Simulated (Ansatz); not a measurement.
`[F][AlH][SH]` + `C=C(O)[SiH3]` → `C=C([SiH3])[O][AlH][F]` + H₂S  (ligand exchange at the Al–S bond)

Isolated molecules relaxed with PBE0-D4/def2-TZVP in Ansatz; ΔE leaves out vibrations. CCSD(T)/CBS is the MP2 limit (def2-TZVPP, def2-QZVPP) plus CCSD(T) − MP2 in def2-TZVPP, frozen cores. This one scheme is used for every species. DFT in def2-TZVPP. B3LYP here is the variant with VWN-RPA as its local correlation; programs differ in this. Each species was taken in one conformer, which may not be the lowest.

(1) Is it downhill or uphill in electronic energy at CCSD(T)/CBS, and by how much? (An estimate is asked.)

(2) What do these levels give: PBE, r2SCAN, B3LYP, HF/def2-TZVPP, MP2/CBS(def2), CCSD/CBS(def2)? (Estimate.)

Largest T1 diagnostic among the species: 0.013.

Answers

(1) The calculation gave: Downhill: ΔE = -21.0 kJ/mol.

(2) Ansatz gave: PBE -8.1, r2SCAN -16.2, B3LYP -22.2, HF/def2-TZVPP -27.8, MP2/CBS(def2) -21.0, CCSD/CBS(def2) -22.7 kJ/mol.

The D4 term adds −5.0 kJ/mol with B3LYP and −3.1 kJ/mol with PBE0; it sums over pairs of atoms, weighted by their polarisabilities, and B3LYP, whose exchange is more repulsive, gets the larger term. In def2-TZVPP, CCSD(T) changes the Hartree–Fock value by +3.9 kJ/mol (the triples alone add +1.6 kJ/mol) and MP2 by +4.0 kJ/mol.
